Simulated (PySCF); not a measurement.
A geometry optimisation, step by step.

Species: C₆H₁₃BN₂.
SMILES with atom numbers: `[BH:1]1[NH:2][CH2:3][CH2:4][N:5]1[CH:6]1[CH2:7][CH2:8][CH2:9]1` (hydrogens: H10 on B1; H11 on N2; H12, H13 on C3; H14, H15 on C4; H16 on C6; H17, H18 on C7; H19, H20 on C8; H21, H22 on C9)

Method: PySCF, PBE0-D3(BJ)/def2-SVP geometry optimisation, gas phase; density fitting, grid level 1; the optimiser is geomeTRIC in internal coordinates, started from a GFN2-xTB structure with every atom displaced at random (about 0.01 Å). 4 of its 9 geometries are shown. The frame can shift and turn from step to step; on so coarse a grid that alone can change the energy by a few meV, and forces under 0.02 eV/Å are noise.

Step 0: E = -10072.5986 eV, largest atomic force 2.143 eV/Å
```
atom  x, y, z in Å  |  force x, y, z in eV/Å
B1      1.051    0.066    1.443   -1.169  -0.056  -0.537
N2      2.408    0.255    1.273    1.427   0.195   0.107
C3      2.820    0.030   -0.097    1.428   0.213   0.618
C4      1.567   -0.288   -0.837   -2.067  -0.518  -0.087
N5      0.492   -0.252    0.172    0.462  -0.153   0.092
C6     -0.833   -0.502   -0.287    0.348   0.626   0.765
C7     -1.534    0.618   -1.077   -0.260   0.102   0.134
C8     -2.800    0.349   -0.270   -0.655  -0.467   0.142
C9     -1.985   -0.474    0.749   -0.143  -1.018  -1.881
H10     0.462    0.205    2.460   -0.287  -0.025   0.475
H11     3.114    0.474    1.960   -0.118  -0.021  -0.005
H12     3.557   -0.802   -0.142   -0.102   0.221  -0.171
H13     3.305    0.931   -0.515    0.134  -0.092  -0.031
H14     1.312    0.444   -1.619    0.240   0.021  -0.257
H15     1.563   -1.296   -1.300    0.192   0.143  -0.145
H16    -0.832   -1.429   -0.857   -0.184  -0.584  -0.362
H17    -1.109    1.604   -0.855    0.158   0.063   0.046
H18    -1.625    0.498   -2.150    0.075  -0.015  -0.630
H19    -3.325    1.208    0.144   -0.165   0.396   0.084
H20    -3.560   -0.257   -0.806    0.298   0.106   0.067
H21    -1.737    0.089    1.607    0.409   0.749   1.359
H22    -2.377   -1.466    1.017   -0.022   0.112   0.217
```

Step 3: E = -10072.7979 eV, largest atomic force 0.134 eV/Å
```
atom  x, y, z in Å  |  force x, y, z in eV/Å
B1      1.630    0.596    1.276   -0.086  -0.025   0.095
N2      3.019    0.796    1.122   -0.031  -0.005  -0.051
C3      3.419    0.664   -0.263    0.064  -0.004  -0.012
C4      2.103    0.359   -1.015   -0.046  -0.034  -0.036
N5      1.066    0.327    0.003    0.071   0.045   0.018
C6     -0.275    0.094   -0.420    0.056   0.046   0.050
C7     -1.033    1.198   -1.203   -0.012  -0.026  -0.013
C8     -2.297    0.828   -0.402   -0.005   0.000  -0.006
C9     -1.399    0.115    0.627   -0.042  -0.107  -0.068
H10     1.036    0.641    2.323   -0.007   0.004   0.003
H11     3.707    0.988    1.833   -0.011  -0.008  -0.019
H12     4.155   -0.149   -0.405   -0.012   0.014  -0.011
H13     3.890    1.586   -0.650    0.002  -0.006  -0.001
H14     1.883    1.131   -1.777    0.017  -0.003  -0.006
H15     2.153   -0.607   -1.554    0.009   0.021   0.001
H16    -0.322   -0.850   -0.999   -0.024  -0.027  -0.021
H17    -0.649    2.193   -0.930    0.000  -0.011   0.023
H18    -1.074    1.117   -2.300    0.002   0.021  -0.009
H19    -2.917    1.657   -0.034   -0.021   0.000  -0.004
H20    -2.949    0.128   -0.948    0.038   0.004   0.010
H21    -1.143    0.771    1.468    0.029   0.069   0.045
H22    -1.730   -0.855    1.030    0.008   0.031   0.013
```

Step 5: E = -10072.8025 eV, largest atomic force 0.135 eV/Å
```
atom  x, y, z in Å  |  force x, y, z in eV/Å
B1      1.636    0.597    1.280   -0.041  -0.032  -0.029
N2      3.025    0.782    1.115    0.080   0.010  -0.016
C3      3.421    0.653   -0.274    0.081   0.016   0.083
C4      2.101    0.373   -1.021   -0.132  -0.024  -0.016
N5      1.069    0.352    0.003   -0.003   0.003  -0.039
C6     -0.273    0.111   -0.412    0.040   0.041   0.056
C7     -1.045    1.203   -1.196   -0.013  -0.025  -0.018
C8     -2.305    0.801   -0.407   -0.008   0.026   0.015
C9     -1.392    0.131    0.639   -0.040  -0.069  -0.105
H10     1.045    0.633    2.329    0.008   0.011  -0.007
H11     3.722    0.956    1.821   -0.004  -0.003   0.006
H12     4.145   -0.169   -0.421   -0.011   0.002  -0.011
H13     3.907    1.570   -0.654   -0.010   0.001  -0.003
H14     1.889    1.150   -1.780    0.016   0.004   0.003
H15     2.133   -0.591   -1.566    0.010   0.007   0.008
H16    -0.321   -0.835   -0.987   -0.020  -0.028  -0.014
H17    -0.685    2.203   -0.907    0.005  -0.005   0.014
H18    -1.072    1.135   -2.294   -0.003   0.016  -0.004
H19    -2.961    1.611   -0.056   -0.011  -0.004  -0.007
H20    -2.924    0.072   -0.952    0.032  -0.013   0.002
H21    -1.146    0.823    1.454    0.020   0.042   0.056
H22    -1.700   -0.833    1.071    0.003   0.020   0.026
```

Step 8: E = -10072.8061 eV, largest atomic force 0.021 eV/Å
```
atom  x, y, z in Å  |  force x, y, z in eV/Å
B1      1.653    0.579    1.278    0.001  -0.001  -0.002
N2      3.045    0.745    1.106    0.001  -0.010   0.013
C3      3.427    0.642   -0.287   -0.012  -0.004  -0.016
C4      2.092    0.392   -1.030    0.013   0.006   0.008
N5      1.070    0.373    0.002   -0.008   0.009   0.006
C6     -0.275    0.130   -0.396    0.001   0.001  -0.005
C7     -1.057    1.205   -1.193    0.002   0.002   0.003
C8     -2.314    0.777   -0.414    0.004  -0.007  -0.006
C9     -1.390    0.170    0.658   -0.003  -0.006   0.007
H10     1.071    0.605    2.332    0.000  -0.003  -0.002
H11     3.749    0.892    1.812    0.002   0.004  -0.004
H12     4.138   -0.186   -0.463    0.002   0.004  -0.002
H13     3.916    1.562   -0.654    0.001   0.001   0.004
H14     1.891    1.185   -1.774   -0.001  -0.005  -0.005
H15     2.108   -0.564   -1.588   -0.001  -0.001   0.003
H16    -0.337   -0.827   -0.955    0.000  -0.005   0.001
H17    -0.720    2.209   -0.891    0.001  -0.001   0.000
H18    -1.070    1.144   -2.292   -0.001   0.000  -0.001
H19    -3.017    1.562   -0.100   -0.002   0.002   0.000
H20    -2.880    0.001   -0.952   -0.001   0.004   0.002
H21    -1.152    0.908    1.438    0.004   0.010   0.002
H22    -1.677   -0.775    1.144   -0.002   0.002  -0.006
```

**Question.** Summarise the path.

**Answer.** The energy falls by 0.2074 eV from step 0 to step 8; nine tenths of that is first reached at step 1. It falls at every step. The largest force goes from 2.143 to 0.021 eV/Å. Among the bonds C3–C4 changes most, from 1.490 to 1.547 Å; the atoms move by 0.168 Å rms after alignment.

**Question.** Follow the three bonds and two angles with the largest change from start to end.

**Answer.** 
```
step  E above end (eV)  largest force (eV/Å)  C3–C4 (Å)  C9–H21 (Å)  B1–N2 (Å)  C6–C9–H22 (°)  N5–C4–H14 (°)
   0            0.2074                 2.143      1.490       1.055      1.380          114.3          107.5
   1            0.0183                 0.408      1.557       1.109      1.418          117.2          111.6
   2            0.0103                 0.134      1.550       1.101      1.414          117.2          111.1
   3            0.0082                 0.134      1.546       1.097      1.412          117.2          110.8
   4            0.0060                 0.224      1.541       1.095      1.410          117.3          110.8
   5            0.0036                 0.135      1.543       1.097      1.411          117.5          110.9
   6            0.0004                 0.057      1.546       1.101      1.413          118.1          111.1
   7            0.0002                 0.033      1.547       1.101      1.413          118.1          111.1
   8            0.0000                 0.021      1.547       1.100      1.413          118.1          111.1
```

What follows is the cost of the whole optimisation. The run took 3.4 min of wall time on AMD EPYC 7R43, one thread, no GPU, shared host with 256 logical CPUs at a one-minute load of 126, and the process peaked at 0.78 GiB of memory.
